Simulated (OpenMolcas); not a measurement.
Re6+ (d1) among equal point charges was computed by CASSCF with the d shell active (OpenMolcas, ANO-RCC-VTZP on the metal). Its lowest spin-free states, and all those of the highest spin:

| 2S+1 | Degeneracy | E (cm-1) |
| --- | --- | --- |
| 2 | 1 | 0.0 |
| 2 | 2 | 7925 |
| 2 | 2 | 27746 |

Q: Is the site octahedral, tetrahedral or cube-like, axial, or of lower symmetry?

A: The states with 2S+1 = 2 have orbital degeneracies 1, 2, 2. There are pairs but no triples, so the site is axial: not cubic, but with a proper or improper axis of order three or more. The run had Re6+ among 6 point charges of -1.7 e arranged as a trigonal antiprism (D3d), 1.68 Å from the ion, with a polar angle of 61.9° against the regular 54.74°.

Point charges carry no covalency, so the field is a model and not that of real ligands. No measured value stands beside these numbers.
